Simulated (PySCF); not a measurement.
I$_{3}$Pb (SMILES [I][Pb-]([I])[I]), charge -1, singlet, at a GFN2-xTB geometry (such geometries of metal compounds can be far from the true shape) (core potentials on I, Pb); R2SCAN/def2-TZVP (PySCF).

PySCF was given this input:
```python
from pyscf import gto, scf, dft

mol = gto.Mole()
mol.atom = '''
    Pb   -0.008011   -0.009412    0.810548
    I     0.428983   -2.525290   -0.443200
    I     1.982873    1.637600   -0.379501
    I    -2.399462    0.902252   -0.431354
'''
mol.basis = 'def2-tzvp'
mol.ecp = {'I': 'def2-tzvp', 'Pb': 'def2-tzvp'}
mol.charge = -1
mol.spin = 0
mol.verbose = 5
mol.build()

mf = dft.RKS(mol)
mf.xc = 'r2scan'
mf.kernel()
mf.analyze()
```

It wrote (shortened):

```
PySCF version 2.14.0

[INPUT] verbose = 5
[INPUT] max_memory = 4000
[INPUT] num. atoms = 4
[INPUT] num. electrons = 98
[INPUT] charge = -1
[INPUT] spin (= nelec alpha-beta = 2S) = 0
[INPUT] symmetry False subgroup None
[INPUT] Mole.unit = angstrom
[INPUT] Symbol           X                Y                Z      unit          X                Y                Z       unit  Magmom
[...]
[INPUT] ---------------- BASIS SET ----------------
[INPUT] l, kappa, [nprim/nctr], expnt,             c_1 c_2 ...
[INPUT] I
[...]
                                898.54238765      0.0015474041742
                                200.37237912      0.0042836684457
                                31.41805384       -0.039417936275
                                15.645987838      0.96086691992
[...]
                                6.4614458287      0.42495501835
[...]
                                20.061411349      0.066168450008
                                9.7631460485      -0.28554662348
[...]
                                3.6199503008      0.38914432482
                                2.023227309       0.65610817262
                                1.0367490559      0.31803551647
[...]
                                33.404240134      0.006837767577
                                17.805918203      -0.010308158997
                                4.8990510353      0.22670457658
                                2.4516753106      0.44180113937
                                1.1820693432      0.36775472225
[...]
[INPUT] Pb
[...]
                                46.757232559      0.005696195913
                                20.746462696      -0.21374063831
                                14.610796419      0.40502620616
[...]
                                6.4767324865      0.97910892388
[...]
                                14.693144415      -0.72498497086
                                6.8705890048      0.37680007984
[...]
                                1.2209125119      0.46058131862
                                0.63367559815     0.19367655397
[...]
                                12.37219584       0.013788683942
                                6.9254944983      -0.075979608103
                                2.3319539939      0.28113784298
                                1.2108730003      0.44474512269
                                0.60090478506     0.35326874351
[...]
nuclear repulsion = 530.207098060262
number of shells = 64
number of NR pGTOs = 376
number of NR cGTOs = 200
basis = def2-tzvp
ecp = {'I': 'def2-tzvp', 'Pb': 'def2-tzvp'}

******** <class 'pyscf.dft.rks.RKS'> ********
method = RKS
initial guess = minao
damping factor = 0
level_shift factor = 0
DIIS = <class 'pyscf.scf.diis.CDIIS'>
diis_start_cycle = 1
diis_space = 8
diis_damp = 0
SCF conv_tol = 1e-09
SCF conv_tol_grad = None
SCF max_cycles = 50
direct_scf = True
direct_scf_tol = 1e-13
XC library pyscf.dft.libxc version 7.1.2
    S. Lehtola, C. Steigemann, M. J. T. Oliveira, and M. A. L. Marques,  SoftwareX 7, 1–5 (2018)
XC functionals = r2scan
    J. W. Furness, A. D. Kaplan, J. Ning, J. P. Perdew, and J. Sun,  J. Phys. Chem. Lett. 11, 8208–8215 (2020)
    J. W. Furness, A. D. Kaplan, J. Ning, J. P. Perdew, and J. Sun,  J. Phys. Chem. Lett. 11, 9248–9248 (2020)
    J. W. Furness, A. D. Kaplan, J. Ning, J. P. Perdew, and J. Sun,  J. Phys. Chem. Lett. 11, 8208–8215 (2020)
    J. W. Furness, A. D. Kaplan, J. Ning, J. P. Perdew, and J. Sun,  J. Phys. Chem. Lett. 11, 9248–9248 (2020)
radial grids:
    Treutler-Ahlrichs [JCP 102, 346 (1995); DOI:10.1063/1.469408] (M4) radial grids

becke partition: Becke, JCP 88, 2547 (1988); DOI:10.1063/1.454033
pruning grids: <function nwchem_prune>
grids dens level: 3
symmetrized grids: False
atomic radii adjust function: <function treutler_atomic_radii_adjust>
small_rho_cutoff = 0
Set gradient conv threshold to 3.16228e-05
Initial guess from minao.
Density of valence part of ANO basis will be used as initial guess for Pb
[...]
converged SCF energy = -1086.72470073833
Total Energy =                       -1086.724700738330739
[...]
2 I 5f-3        -0.00093  -0.00097   0.00139  -0.00000   0.00126
2 I 5f-2         0.00110   0.00054  -0.00014  -0.00025  -0.00070
2 I 5f-1         0.00061   0.00044   0.00023   0.00077  -0.00041
2 I 5f+0        -0.00097  -0.00053   0.00027  -0.00027   0.00065
2 I 5f+1         0.00097   0.00052  -0.00057   0.00080  -0.00047
2 I 5f+2        -0.00014   0.00007  -0.00076  -0.00007  -0.00016
2 I 5f+3         0.00032   0.00059   0.00152   0.00017  -0.00069
3 I 4s          -0.24072  -0.05645   0.03276  -0.07307   0.00004
3 I 5s           0.08317   0.02210  -0.01275   0.02844  -0.00068
3 I 6s          -0.14449  -0.09850   0.05239  -0.11621   0.01940
3 I 7s          -0.19871  -0.21600   0.12246  -0.27313   0.00119
3 I 8s          -0.17990  -0.45985   0.26565  -0.59267  -0.00660
3 I 9s           0.66362  -0.23930   0.13917  -0.31017   0.00741
3 I 4px          0.00328  -0.00009   0.00004  -0.00009  -0.00048
3 I 4py         -0.00693   0.00024  -0.00010   0.00018   0.00024
3 I 4pz          0.00305  -0.00009  -0.00001  -0.00009  -0.00009
3 I 5px         -0.00039   0.00004  -0.00001   0.00002   0.00105
3 I 5py         -0.00291   0.00010  -0.00006   0.00013   0.00041
3 I 5pz         -0.00129   0.00004  -0.00002   0.00006   0.00016
3 I 6px         -0.00220   0.00322   0.00261  -0.00635   0.01013
3 I 6py          0.00396  -0.02160   0.00764  -0.00721   0.02638
3 I 6pz         -0.00207   0.00827   0.00846   0.00299  -0.01037
3 I 7px         -0.00228  -0.00627   0.00034  -0.00813   0.00844
3 I 7py         -0.01388   0.01302  -0.00538   0.00278  -0.02952
3 I 7pz          0.00414  -0.00499  -0.00881  -0.00230   0.01151
3 I 8px         -0.00166   0.00021   0.00208  -0.00944   0.01679
3 I 8py         -0.00659  -0.00071  -0.00092  -0.00049  -0.01894
3 I 8pz          0.00035   0.00026  -0.00320  -0.00124   0.00721
3 I 4dxy         0.00002  -0.00000   0.00000  -0.00001   0.00039
3 I 4dyz        -0.00001   0.00000  -0.00000   0.00001  -0.00035
3 I 4dz^2       -0.00003   0.00000  -0.00001   0.00002  -0.00103
3 I 4dxz         0.00002  -0.00000   0.00001  -0.00001   0.00085
3 I 4dx2-y2     -0.00002  -0.00000   0.00000  -0.00001   0.00005
3 I 5dxy         0.00293  -0.00129  -0.00287  -0.00030   0.00562
3 I 5dyz         0.00714  -0.00535   0.00238   0.00483   0.00727
3 I 5dz^2       -0.00215   0.00344   0.00007   0.00497  -0.01444
3 I 5dxz        -0.00516   0.00726  -0.00727   0.00057  -0.01527
3 I 5dx2-y2     -0.00310   0.00468   0.00452  -0.00051  -0.00760
3 I 6dxy        -0.00320   0.00202   0.00311   0.00032  -0.00617
3 I 6dyz        -0.00771   0.00679  -0.00270  -0.00515  -0.00798
3 I 6dz^2       -0.00189   0.00538   0.00038   0.00577  -0.01573
3 I 6dxz         0.00518  -0.00938   0.00829  -0.00086   0.01637
3 I 6dx2-y2      0.00421  -0.00379  -0.00543   0.00084   0.01040
3 I 4f-3        -0.00023   0.00029   0.00031  -0.00018  -0.00038
3 I 4f-2        -0.00032   0.00012   0.00019  -0.00017  -0.00018
3 I 4f-1         0.00003  -0.00007  -0.00010   0.00006   0.00006
3 I 4f+0        -0.00022   0.00017   0.00001  -0.00015  -0.00021
3 I 4f+1        -0.00025   0.00017  -0.00027  -0.00030  -0.00016
3 I 4f+2         0.00006  -0.00014  -0.00009  -0.00007   0.00017
3 I 4f+3         0.00000  -0.00015   0.00038  -0.00003   0.00017
3 I 5f-3         0.00152  -0.00096  -0.00114   0.00065   0.00122
3 I 5f-2         0.00175  -0.00035  -0.00066   0.00063   0.00050
3 I 5f-1        -0.00020   0.00024   0.00041  -0.00023  -0.00021
3 I 5f+0         0.00139  -0.00054  -0.00003   0.00058   0.00063
3 I 5f+1         0.00100  -0.00059   0.00096   0.00111   0.00052
3 I 5f+2        -0.00090   0.00042   0.00036   0.00023  -0.00045
3 I 5f+3        -0.00029   0.00051  -0.00139   0.00008  -0.00053

WARN: Weak orthogonality for localized orbitals 2.4114922513119016e-09

WARN: System has nonzero charge -1; the dipole moment is origin-dependent.
Location of origin: [0. 0. 0.]

Dipole moment(X, Y, Z, Debye): -0.03099, -0.03678,  3.14098
```
